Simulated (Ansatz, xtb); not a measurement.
Isomers of AlFH6OSi2 in order of energy

3 gas-phase structures of AlFH6OSi2, found in a search over its isomers (lower ones may exist). Each was relaxed with GFN2-xTB; where two conformers were screened, the lower at r2SCAN-D4/def2-SVP is listed:

A. `[F][Al]([SiH3])[O][SiH3]`, a singlet
B. `[F][AlH][SiH2]O[SiH3]`, a singlet
C. `[F][AlH][O][SiH2][SiH3]`, a singlet

Problem. Estimate their order in r2SCAN-D4/def2-SVP energy at these geometries, lowest first.

Solution. Calculated order at r2SCAN-D4/def2-SVP: A (0.0), C (5.9), B (27.6) kcal/mol.

Energies above the lowest of each column, in kcal/mol; the last columns are at PBE0-D3(BJ)/def2-SVP geometries and were run for some of them only (a dash: not run or not comparable):

| structure | GFN2-xTB | HF/STO-3G | r2SCAN-D4/def2-SVP | PBE0-D3(BJ)/def2-SVP | CCSD(T)/def2-SVP + ΔMP2/def2-TZVPP |
| --- | --- | --- | --- | --- | --- |
| A | 0.0 | 0.0 | 0.0 | 0.0 | 0.0 |
| C | 4.3 | 1.4 | 5.9 | 3.6 | 3.9 |
| B | 12.8 | 28.7 | 27.6 | – | – |

Every level run on A puts it lowest or level with the lowest. Flexible structures stand in one conformer each, not always the lowest. Frequencies (PBE0-D3(BJ)/def2-SVP) were run for A, C alone. ΔMP2 is the change of the MP2 energy from the smaller to the larger basis.

Programs: Ansatz 0.2.0, xtb 6.7.1.
